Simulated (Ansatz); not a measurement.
`[SiH3][AsH][SiH3]` + `O[SiH](F)F` → `F[SiH](F)O[SiH3]` + `[SiH3][AsH2]` at 600 K and 1 bar (cleavage of the Si–As bond).

Computed with Ansatz on PBE0-D4/def2-TZVP structures; ΔE is electronic, products minus reactants. CCSD(T)/CBS adds triple-zeta CCSD(T) − MP2 to the extrapolated MP2 energy (def2 sets, frozen cores). For As outer-core shells are correlated without core-valence functions, which leaves a few kJ/mol of doubt a bond. Scalar relativity is left out up to krypton. One conformer a species, not always the lowest.

| species | CCSD(T)/CBS energy (Eh) | H − E (kJ/mol) | S (J/(mol·K)) |
| --- | --- | --- | --- |
| `[SiH3][AsH][SiH3]` | -2817.37686 | 215.4 | 451.4 |
| `O[SiH](F)F` | -565.23707 | 118.9 | 358.9 |
| `F[SiH](F)O[SiH3]` | -855.55648 | 179.9 | 465.0 |
| `[SiH3][AsH2]` | -2527.08228 | 148.3 | 356.1 |

H − E and S are ideal-gas, rigid-rotor, harmonic terms from PBE0-D4/def2-TZVP, for one conformer and one mirror image of each species. 1 Eh = 2625.50 kJ/mol, R = 8.31446 J/(mol·K).

Problem. By hand: ΔE, ΔH, ΔS and ΔG.

Solution. ΔE = (-855.55648) + (-2527.08228) − (-2817.37686) − (-565.23707) = -0.02483 Eh = -65.2 kJ/mol. Δ(H − E) = 179.9 + 148.3 − 215.4 − 118.9 = -6.1, so ΔH = -71.3 kJ/mol. ΔS = 465.0 + 356.1 − 451.4 − 358.9 = 10.8 J/(mol·K). ΔG = -71.3 − 600 × (10.8)/1000 = -77.8 kJ/mol.

Problem. By hand: the equilibrium constant, and the temperature at which ΔG would vanish if ΔH and ΔS stayed fixed.

Solution. log₁₀ K = −ΔG/(RT ln 10) = 6.8. ΔH and −TΔS have one sign here, so there is no such temperature.

The number of gas molecules stays the same, so ΔS is small and ΔH decides. A doubt of 5 kJ/mol in ΔE shifts log₁₀ K by 0.4 here. Other conformers and mirror images would add mixing entropy, several J/(mol·K) or more a flexible species. Modes under 60 cm⁻¹, often nearly free rotors, make the harmonic entropy too high. These are equilibria of isolated gas molecules and say nothing of rates. Largest T1 diagnostic: 0.012 (customary marks: 0.02 for closed shells, 0.045 for open ones).

ΔS is within the doubt of such terms, so its sign, and with it that verdict, could turn.
